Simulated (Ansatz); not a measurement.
Species: AuCl, charge 0, multiplicity 3. The spin state was set by rule; other spins were not relaxed. 
Structure (B3LYP-D3(BJ)/def2-TZVP (Ansatz, a program for electronic structure) minimum search):
```xyz
2

Au     0.0000     0.0000    -0.4243
Cl     0.0000     0.0000     1.9716
```
Charge 0, spin multiplicity 3.

Property: atomisation energy (electronic, to ground-state atoms), in kcal/mol. Correlated levels leave the core frozen unless marked. Open shells are spin-unrestricted. Spin-orbit coupling is left out. Frozen are the shells of the preceding noble gas and the d and f shells that filled before the atom's block. In def2 rows, elements after Kr have scalar-relativistic effective core potentials. The coupled-cluster limit lacks core correlation, which all-electron functionals hold. CBS marks a two-point X^-3 extrapolation of the correlation energy; Hartree-Fock from the larger set.

| level | program | atomisation energy (kcal/mol) |
|---|---|---|
| PBE/def2-TZVPD | Ansatz | 24.0 |
| BLYP/def2-TZVPD | Ansatz | 19.6 |
| revPBE-D4/def2-TZVPD | Ansatz + dftd4 | (withheld) |
| B3LYP-D4/def2-TZVPD | Ansatz + dftd4 | 14.7 |
| PBE0-D3(BJ)/def2-TZVPD | Ansatz + dftd3 | 15.7 |
| CAM-B3LYP-D4/def2-TZVPD | Ansatz + dftd4 | (withheld) |
| B2GP-PLYP/def2-TZVPD | Ansatz | (withheld) |
| PBE-QIDH/def2-TZVPD | Ansatz | 10.6 |
| SCS-MP2/def2-TZVPP | Ansatz | -2.3 |
| CCSD/def2-SVP | Ansatz | -2.6 |
| CCSD/def2-QZVPP | Ansatz | 6.4 |
| CCSD(T)/CBS(def2-TZVPPD,def2-QZVPPD) | Ansatz | (withheld) |

### Question
Some entries are withheld; supply them.

### Answer

- revPBE-D4/def2-TZVPD, atomisation energy (kcal/mol): 21.2
- CAM-B3LYP-D4/def2-TZVPD, atomisation energy (kcal/mol): 12.7
- B2GP-PLYP/def2-TZVPD, atomisation energy (kcal/mol): 9.2
- CCSD(T)/CBS(def2-TZVPPD,def2-QZVPPD), atomisation energy (kcal/mol): 9.8
